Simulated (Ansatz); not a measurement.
Reaction (ligand exchange at a B–N bond): `BN1[SiH2][SiH]1Cl` + `B1N[SiH2]1` → `BN1B[SiH2]1` + `Cl[SiH]1N[SiH2]1`

Gas-phase electronic energies from Ansatz, PBE0-D4/def2-TZVP geometries. CCSD(T)/CBS is the MP2 limit (def2-TZVPP, def2-QZVPP) plus CCSD(T) − MP2 in def2-TZVPP, frozen cores. DFT in def2-TZVPP.

Question: Is it downhill or uphill in electronic energy at CCSD(T)/CBS, and by how much? (Estimate.)

Answer: Ansatz gave: Uphill: ΔE = +6.5 kcal/mol.

Question: What do these levels give: PBE-D4, revPBE-D4, B97M-V, r2SCANh-D4, BHLYP-D4, ωB97X-V, revPBE, r2SCANh, RPA@PBE/def2-TZVPP, MP2/def2-SVP, CCSD/def2-SVP, CCSD/def2-TZVPP? (An estimate is asked.)

Answer: Computed: PBE-D4 7.6, revPBE-D4 7.4, B97M-V 6.6, r2SCANh-D4 6.6, BHLYP-D4 6.1, ωB97X-V 6.3, revPBE 7.0, r2SCANh 6.5, RPA@PBE/def2-TZVPP 6.9, MP2/def2-SVP 8.0, CCSD/def2-SVP 8.0, CCSD/def2-TZVPP 6.4 kcal/mol.

Largest T1 diagnostic among the species: 0.014.

In def2-TZVPP, CCSD(T) changes the Hartree–Fock value by +2.6 kcal/mol (the triples alone add +0.4 kcal/mol) and MP2 by +2.4 kcal/mol. At CCSD(T), def2-SVP lies +1.9 kcal/mol from the extrapolated value and def2-TZVPP +0.4 kcal/mol. Leaving LDA and LC-ωPBE aside and taking each functional with its dispersion term where it has one, the values spread over 1.4 kcal/mol, from BHLYP-D4 to PBE-D4.
